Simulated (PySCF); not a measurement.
A PySCF script (with the pyscf-properties extension) for the NMR shieldings of SMILES [SiH2](OC)OCC1CCCC1, C$_{7}$H$_{16}$O$_{2}$Si, on a PBE0-D3(BJ)/def2-SVP geometry:

```python
import basis_set_exchange as bse
import numpy as np
from pyscf import gto, dft
from pyscf.prop import nmr

atoms = """
C     3.395480    0.951813   -0.537590
O     3.670134   -0.248992    0.128461
Si    2.588310   -1.477323    0.344761
O     1.276932   -0.931149    1.197166
C    -0.081326   -1.207203    0.985161
C    -0.901991    0.071047    0.946877
C    -2.414944   -0.243945    0.865839
C    -2.962341    0.626041   -0.267938
C    -1.784074    0.723239   -1.231666
C    -0.597231    0.937806   -0.294217
H     2.722432    1.598569    0.051461
H     4.340462    1.492897   -0.697265
H     2.929403    0.783687   -1.526950
H     2.077450   -1.989649   -0.968986
H     3.338751   -2.514688    1.095277
H    -0.450200   -1.856995    1.799702
H    -0.232334   -1.764344    0.037326
H    -0.663684    0.627802    1.866775
H    -2.932333   -0.080433    1.822648
H    -2.558962   -1.309295    0.612174
H    -3.210960    1.632160    0.111243
H    -3.876570    0.216685   -0.724253
H    -1.892376    1.515988   -1.987532
H    -1.671071   -0.230388   -1.776911
H    -0.540242    2.000194   -0.007486
H     0.372299    0.686290   -0.750352
"""
names = dict.fromkeys(["C", "O", "Si", "H"], "pcSseg-1")
basis = {el: gto.basis.parse(bse.get_basis(n, elements=[el], fmt="nwchem")) for el, n in names.items()}
mol = gto.M(atom=atoms, basis=basis, charge=0, verbose=0)
mf = dft.RKS(mol, xc="PBE0")
mf.grids.level = 2
mf.grids.alignment = dft.numint.BLKSIZE   # the property module wants whole blocks of grid points
mf.conv_tol = 1e-9
mf.kernel()

calc = nmr.RKS(mf)   # GIAO
C = mf.mo_coeff
Co = C[:, mf.mo_occ > 0]
resp = mf.gen_response(singlet=True, hermi=2)
def vind(x):   # induced exchange potential for any number of trial vectors
    d = np.einsum("pi,xij,qj->xpq", C, 2 * x.reshape(-1, C.shape[1], Co.shape[1]), Co, optimize=True)
    return np.einsum("xpq,pi,qj->xij", resp(d - d.transpose(0, 2, 1)), C, Co, optimize=True).ravel()
mo1, _ = nmr.rhf.solve_mo1(calc, with_cphf=vind)
sigma = calc.kernel(mo1)
for i, s in enumerate(sigma):   # ppm
    w = np.linalg.eigvalsh((s + s.T) / 2)
    print("%2d %-2s iso %8.1f  s11 %8.1f  s22 %8.1f  s33 %8.1f" % (i, mol.atom_pure_symbol(i), w.mean(), *w))
```

Question: Give the expected output.

Answer: 
```
 0 C  iso    130.4  s11    105.4  s22    107.2  s33    178.7
 1 O  iso    298.4  s11    217.4  s22    315.8  s33    362.1
 2 Si iso    374.9  s11    357.4  s22    365.4  s33    401.8
 3 O  iso    269.4  s11    238.9  s22    254.7  s33    314.6
 4 C  iso    114.0  s11     81.0  s22    102.2  s33    158.9
 5 C  iso    143.3  s11    118.1  s22    146.7  s33    165.1
 6 C  iso    154.9  s11    128.7  s22    163.5  s33    172.5
 7 C  iso    154.6  s11    131.4  s22    162.3  s33    170.0
 8 C  iso    156.8  s11    134.6  s22    163.8  s33    171.9
 9 C  iso    153.0  s11    134.0  s22    157.2  s33    168.0
10 H  iso     27.4  s11     23.0  s22     27.0  s33     32.2
11 H  iso     27.5  s11     23.0  s22     25.6  s33     33.8
12 H  iso     27.8  s11     24.3  s22     26.3  s33     32.7
13 H  iso     26.5  s11     23.6  s22     25.6  s33     30.4
14 H  iso     26.6  s11     22.5  s22     24.5  s33     32.9
15 H  iso     27.7  s11     21.5  s22     29.5  s33     32.0
16 H  iso     28.3  s11     23.6  s22     30.1  s33     31.2
17 H  iso     29.1  s11     25.6  s22     27.1  s33     34.6
18 H  iso     29.5  s11     24.4  s22     27.4  s33     36.7
19 H  iso     30.7  s11     25.4  s22     30.2  s33     36.4
20 H  iso     30.0  s11     25.5  s22     27.3  s33     37.3
21 H  iso     29.7  s11     24.9  s22     26.6  s33     37.4
22 H  iso     29.7  s11     24.7  s22     27.1  s33     37.4
23 H  iso     30.1  s11     25.7  s22     28.4  s33     36.3
24 H  iso     29.9  s11     25.4  s22     27.6  s33     36.6
25 H  iso     29.7  s11     23.9  s22     28.3  s33     36.9
```

These numbers come from an equivalent density-fitted implementation of the same equations, which agrees with the script to about 0.01 ppm for H and up to a few tenths of a ppm for heavy atoms, so last digits may differ.

Question: Turn these shieldings into chemical shifts. Shifts are taken against calculated references (same method and geometry level): 13C (184.41 ppm), 29Si (351.99 ppm), 1H (31.27 ppm) vs TMS; 17O (334.56 ppm) against H2O.

Answer: Averaging equivalent atoms: C 4: 70.4; C 0: 54.0; C 5: 41.1; C 6/9: 30.4; C 7/8: 28.7; O 3: 65.1; O 1: 36.1; Si 2: -22.9; H 13/14: 4.68; H 10/11/12: 3.72; H 15/16: 3.28; H 17: 2.19; H 18/24: 1.58; H 20/22: 1.39; H 21/23: 1.37; H 19/25: 1.08 ppm. Experimental scales use liquid or dissolved standards, which lie at an offset from isolated H2O (liquid H2O: subtract about 36 ppm).

Size and cost of the density-fitted run: 257 basis functions, 49 s wall time on 1 thread of an Intel Xeon 6975P-C, shared host; peak memory 1.3 GiB.
